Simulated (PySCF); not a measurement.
CuF (SMILES [F][Cu]), singlet, at a GFN2-xTB geometry (such geometries of metal compounds can be far from the true shape), with bond 2-1 at 2.0 times its length; R2SCAN/STO-3G in PySCF.

Input for PySCF:
```python
from pyscf import gto, scf, dft

mol = gto.M(
    atom='''
Cu   -0.00000000   -0.00000000   -0.40615773
F     0.00000000    0.00000000    3.02361867
''',
    basis='sto-3g',
    verbose=4,
)

mf = dft.RKS(mol)
mf.xc = 'r2scan'
mf.conv_tol_grad = 1e-7
mf.kernel()
```

Q: What does PySCF print? Leave out banner, timings and long lists.

A: 
```
PySCF version 2.14.0

[INPUT] verbose = 4
[INPUT] num. atoms = 2
[INPUT] num. electrons = 38
[INPUT] charge = 0
[INPUT] spin (= nelec alpha-beta = 2S) = 0
[INPUT] symmetry False subgroup None
[INPUT] Mole.unit = angstrom
[INPUT] Symbol           X                Y                Z      unit          X                Y                Z       unit  Magmom
[INPUT]  1 Cu     0.000000000000   0.000000000000  -0.406157730000 AA    0.000000000000   0.000000000000  -0.767526873075 Bohr   0.0
[INPUT]  2 F      0.000000000000   0.000000000000   3.023618670000 AA    0.000000000000   0.000000000000   5.713811191422 Bohr   0.0

nuclear repulsion = 40.2694624786969
number of shells = 11
number of NR pGTOs = 69
number of NR cGTOs = 23
basis = sto-3g
ecp = {}

******** <class 'pyscf.dft.rks.RKS'> ********
method = RKS
initial guess = minao
damping factor = 0
level_shift factor = 0
DIIS = <class 'pyscf.scf.diis.CDIIS'>
diis_start_cycle = 1
diis_space = 8
diis_damp = 0
SCF conv_tol = 1e-09
SCF conv_tol_grad = 1e-07
SCF max_cycles = 50
direct_scf = True
direct_scf_tol = 1e-13
XC library pyscf.dft.libxc version 7.1.2
    S. Lehtola, C. Steigemann, M. J. T. Oliveira, and M. A. L. Marques,  SoftwareX 7, 1–5 (2018)
XC functionals = r2scan
    J. W. Furness, A. D. Kaplan, J. Ning, J. P. Perdew, and J. Sun,  J. Phys. Chem. Lett. 11, 8208–8215 (2020)
    J. W. Furness, A. D. Kaplan, J. Ning, J. P. Perdew, and J. Sun,  J. Phys. Chem. Lett. 11, 9248–9248 (2020)
    J. W. Furness, A. D. Kaplan, J. Ning, J. P. Perdew, and J. Sun,  J. Phys. Chem. Lett. 11, 8208–8215 (2020)
    J. W. Furness, A. D. Kaplan, J. Ning, J. P. Perdew, and J. Sun,  J. Phys. Chem. Lett. 11, 9248–9248 (2020)
radial grids:
    Treutler-Ahlrichs [JCP 102, 346 (1995); DOI:10.1063/1.469408] (M4) radial grids

becke partition: Becke, JCP 88, 2547 (1988); DOI:10.1063/1.454033
pruning grids: <function nwchem_prune>
grids dens level: 3
symmetrized grids: False
atomic radii adjust function: <function treutler_atomic_radii_adjust>
small_rho_cutoff = 0
Initial guess from minao.
tot grids = 34904
init E= -1717.43632097252

WARN: HOMO 0.265661327752771 == LUMO 0.265716334462628

cycle= 1 E= -1708.04109594304  delta_E=  9.4  |g|= 0.0273  |ddm|= 5.37
  HOMO = -0.723576549330445  LUMO = -0.251457546894506  gap/eV = 12.84701
cycle= 2 E= -1693.61432762624  delta_E= 14.4  |g|= 0.706  |ddm|= 5.76
  HOMO = -0.72108012838481  LUMO = -0.25878366397021  gap/eV = 12.57973
cycle= 3 E= -1693.61504938712  delta_E= -0.000722  |g|= 0.712  |ddm|= 0.00225
  HOMO = -0.719662578053141  LUMO = -0.262457797209373  gap/eV = 12.44118
cycle= 4 E= -1693.61545322782  delta_E= -0.000404  |g|= 0.715  |ddm|= 0.00124
  HOMO = -0.709900230261164  LUMO = -0.318769690712751  gap/eV = 10.64320
cycle= 5 E= -1693.62023525255  delta_E= -0.00478  |g|= 0.752  |ddm|= 0.0144
  HOMO = -0.703776324457643  LUMO = -0.354804231115386  gap/eV = 9.49601
cycle= 6 E= -1693.62448967663  delta_E= -0.00425  |g|= 0.784  |ddm|= 0.0118
  HOMO = -0.661613536962015  LUMO = -0.578311059362982  gap/eV = 2.26678
cycle= 7 E= -1693.9581784701  delta_E= -0.334  |g|= 2.17  |ddm|= 0.382
  HOMO = -0.656806765847229  LUMO = -0.60324244603088  gap/eV = 1.45756
cycle= 8 E= -1694.5215283604  delta_E= -0.563  |g|= 3.33  |ddm|= 0.32
  HOMO = -0.65625608786879  LUMO = -0.600651903679106  gap/eV = 1.51307
cycle= 9 E= -1694.48169566022  delta_E= 0.0398  |g|= 3.27  |ddm|= 0.024
  HOMO = 3.34210942694527  LUMO = 3.3444131816409  gap/eV = 0.06269
cycle= 10 E= -1708.03400015041  delta_E= -13.6  |g|= 0.245  |ddm|= 5.77
  HOMO = 0.25269841433399  LUMO = 0.412110088574227  gap/eV = 4.33781
cycle= 11 E= -1715.82262545385  delta_E= -7.79  |g|=    1  |ddm|=  5.9
  HOMO = -0.338309225335508  LUMO = -0.0177078463474484  gap/eV = 8.72401
cycle= 12 E= -1717.51784610525  delta_E= -1.7  |g|= 0.838  |ddm|= 3.04
  HOMO = -1.1917557950771  LUMO = -0.199873614785454  gap/eV = 26.99049
cycle= 13 E= -1717.47116770229  delta_E= 0.0467  |g|= 0.933  |ddm|= 0.101

WARN: HOMO -0.253158273602976 == LUMO -0.253158273557598

cycle= 14 E= -1706.73225200445  delta_E= 10.7  |g|= 2.86  |ddm|= 4.96
  HOMO = -0.250851962444147  LUMO = -0.249570475163913  gap/eV = 0.03487
cycle= 15 E= -1709.2506066253  delta_E= -2.52  |g|= 4.02  |ddm|= 3.17
  HOMO = -0.433013933211941  LUMO = -0.373294601032508  gap/eV = 1.62505
cycle= 16 E= -1694.87973314474  delta_E= 14.4  |g|= 3.85  |ddm|= 3.57
  HOMO = -0.436561037023325  LUMO = -0.378098497113908  gap/eV = 1.59085
cycle= 17 E= -1694.914125394  delta_E= -0.0344  |g|=  3.9  |ddm|= 0.0147
  HOMO = -0.413688469018339  LUMO = -0.386242374739998  gap/eV = 0.74685
cycle= 18 E= -1705.16129611019  delta_E= -10.2  |g|= 1.65  |ddm|= 2.78
  HOMO = 1.8032045054736  LUMO = 1.80461885565526  gap/eV = 0.03849
cycle= 19 E= -1708.04067517127  delta_E= -2.88  |g|= 0.0814  |ddm|= 5.72
  HOMO = -0.669270937474325  LUMO = -0.324117682750245  gap/eV = 9.39210
cycle= 20 E= -1693.62935419563  delta_E= 14.4  |g|= 0.821  |ddm|= 5.76
  HOMO = -0.660020483152528  LUMO = -0.426865534431602  gap/eV = 6.34447
cycle= 21 E= -1693.66108116596  delta_E= -0.0317  |g|= 1.03  |ddm|= 0.0648
  HOMO = -0.630748041846232  LUMO = -0.554610568766208  gap/eV = 2.07181
cycle= 22 E= -1694.13486038037  delta_E= -0.474  |g|= 2.61  |ddm|= 0.425
  HOMO = -0.628996831614796  LUMO = -0.578351747530733  gap/eV = 1.37812
cycle= 23 E= -1694.86925044463  delta_E= -0.734  |g|= 3.85  |ddm|= 0.355
  HOMO = -0.640512186626813  LUMO = -0.456248243583791  gap/eV = 5.01408
cycle= 24 E= -1717.43417018197  delta_E= -22.6  |g|= 1.04  |ddm|= 5.84
  HOMO = -0.659559889082296  LUMO = -0.426420571637544  gap/eV = 6.34404
cycle= 25 E= -1693.65914424888  delta_E= 23.8  |g|= 1.01  |ddm|= 5.92
  HOMO = -0.629335389434231  LUMO = -0.594650699175694  gap/eV = 0.94382
cycle= 26 E= -1703.65307068791  delta_E= -9.99  |g|= 4.07  |ddm|= 2.75
  HOMO = -0.629301876512719  LUMO = -0.5946768699136  gap/eV = 0.94219
cycle= 27 E= -1701.30776906659  delta_E= 2.35  |g|= 5.58  |ddm|= 0.742
  HOMO = 3.21301067004666  LUMO = 3.21534794380663  gap/eV = 0.06360
cycle= 28 E= -1708.03455404802  delta_E= -6.73  |g|= 0.236  |ddm|= 5.75
  HOMO = -1.14014115146577  LUMO = -0.187482587951389  gap/eV = 25.92316
cycle= 29 E= -1717.47740401148  delta_E= -9.44  |g|= 0.929  |ddm|= 5.86
  HOMO = -0.325925545223944  LUMO = -0.324464796387657  gap/eV = 0.03975
cycle= 30 E= -1705.54027032854  delta_E= 11.9  |g|= 0.957  |ddm|= 5.06
  HOMO = -0.32156784636917  LUMO = -0.317162543643755  gap/eV = 0.11987
cycle= 31 E= -1705.53550214015  delta_E= 0.00477  |g|= 0.989  |ddm|= 0.0501
  HOMO = -0.341838397025322  LUMO = -0.323195758957447  gap/eV = 0.50729
cycle= 32 E= -1705.43936034248  delta_E= 0.0961  |g|= 0.812  |ddm|= 0.231

WARN: HOMO -0.390855956895914 == LUMO -0.390855737517938

cycle= 33 E= -1716.37347850468  delta_E= -10.9  |g|=  1.7  |ddm|=  4.1
  HOMO = -0.470540560568907  LUMO = -0.458654529841953  gap/eV = 0.32344
cycle= 34 E= -1705.45813498315  delta_E= 10.9  |g|= 0.795  |ddm|=  4.1
  HOMO = -0.594986847819718  LUMO = -0.563582036612572  gap/eV = 0.85457
cycle= 35 E= -1698.725454568  delta_E= 6.73  |g|= 5.95  |ddm|= 2.35
  HOMO = -0.593877653566647  LUMO = -0.559421022686313  gap/eV = 0.93761
cycle= 36 E= -1697.15092164637  delta_E= 1.57  |g|= 5.58  |ddm|= 0.421
  HOMO = 2.9037982579088  LUMO = 2.90774150095801  gap/eV = 0.10730
cycle= 37 E= -1708.03761498228  delta_E= -10.9  |g|= 0.173  |ddm|= 5.77
  HOMO = -0.556304045028107  LUMO = -0.53755849232928  gap/eV = 0.51009
cycle= 38 E= -1705.39357483239  delta_E= 2.64  |g|= 0.911  |ddm|= 5.71
  HOMO = -0.560991561391677  LUMO = -0.541632169181632  gap/eV = 0.52680
cycle= 39 E= -1705.38622905546  delta_E= 0.00735  |g|= 0.935  |ddm|= 0.0154
  HOMO = -0.558726411177701  LUMO = -0.53943654199661  gap/eV = 0.52490
cycle= 40 E= -1705.39031600483  delta_E= -0.00409  |g|= 0.922  |ddm|= 0.00865
  HOMO = -0.552910043315397  LUMO = -0.534111024807107  gap/eV = 0.51155
cycle= 41 E= -1705.40737467934  delta_E= -0.0171  |g|= 0.897  |ddm|= 0.0495
  HOMO = -0.544056427592543  LUMO = -0.525943490047203  gap/eV = 0.49288
cycle= 42 E= -1705.40385962562  delta_E= 0.00352  |g|= 0.877  |ddm|= 0.0323
  HOMO = -0.543441101574965  LUMO = -0.525368539095582  gap/eV = 0.49178
cycle= 43 E= -1705.40527654187  delta_E= -0.00142  |g|= 0.875  |ddm|= 0.00378
  HOMO = -0.552297320105727  LUMO = -0.534445599494367  gap/eV = 0.48577
cycle= 44 E= -1705.3905875509  delta_E= 0.0147  |g|= 0.899  |ddm|= 0.0924
  HOMO = -0.639959051796002  LUMO = -0.49352383212852  gap/eV = 3.98471
cycle= 45 E= -1693.74972094112  delta_E= 11.6  |g|= 1.47  |ddm|= 3.07
  HOMO = 3.17345874178627  LUMO = 3.17766147670385  gap/eV = 0.11436
cycle= 46 E= -1708.03622837888  delta_E= -14.3  |g|= 0.204  |ddm|= 5.76
  HOMO = -0.439816517269009  LUMO = -0.434620141850375  gap/eV = 0.14140
cycle= 47 E= -1705.50324920288  delta_E= 2.53  |g|= 0.836  |ddm|= 5.71
  HOMO = -0.462007606118275  LUMO = -0.454188803674444  gap/eV = 0.21276
cycle= 48 E= -1705.47518540453  delta_E= 0.0281  |g|= 0.799  |ddm|= 0.0752
  HOMO = -0.444979681699415  LUMO = -0.439347053321304  gap/eV = 0.15327
cycle= 49 E= -1705.49157788736  delta_E= -0.0164  |g|= 0.822  |ddm|= 0.0435
  HOMO = -0.47317634492977  LUMO = -0.464209424849843  gap/eV = 0.24400
cycle= 50 E= -1705.45949363558  delta_E= 0.0321  |g|= 0.796  |ddm|= 0.122
SCF not converged.
SCF energy = -1705.45949363558
```

Convergence was not reached.
